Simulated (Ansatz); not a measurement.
GeH₄, SMILES [GeH4] (connectivity only; charge and spin as stated), charge +1, multiplicity 2. Atoms are numbered in the order given.

```xyz
5

Ge     0.0000     0.0000     0.0000
H     -1.0323    -1.0323     0.5654
H      1.0323     1.0323     0.5654
H     -1.0323     1.0323    -0.5654
H      1.0323    -1.0323    -0.5654
```
Charge +1, spin multiplicity 2.

Geometry optimised at PBE0-D3(BJ)/def2-TZVPD. The spin state was assumed, not searched. The isomer is the one that the SMILES or the coordinates give; other isomers of the formula were not compared.

Two levels are set side by side: PBE-D3(BJ)/def2-TZVPD (Ansatz, a quantum-chemistry and plane-wave program) and PBE0-D3(BJ)/def2-TZVPD (Ansatz). Each level has its own optimised geometry; the coordinates shown are those of the second. Differences are taken from unrounded values.

| quantity | PBE0-D3(BJ) | PBE-D3(BJ) | PBE-D3(BJ) minus PBE0-D3(BJ) |
|---|---|---|---|
| mean bond length (Å) | 1.566 | 1.576 | 0.011 |
| bond Ge1–H2 (Å) | 1.566 | 1.576 | 0.011 |
| bond Ge1–H3 (Å) | 1.566 | 1.576 | 0.011 |
| bond Ge1–H4 (Å) | 1.566 | 1.576 | 0.011 |
| bond Ge1–H5 (Å) | 1.566 | 1.576 | 0.011 |

GGA bonds tend to be longer and softer than those of functionals with exact exchange. Differences between two approximate levels are no errors against the true value.
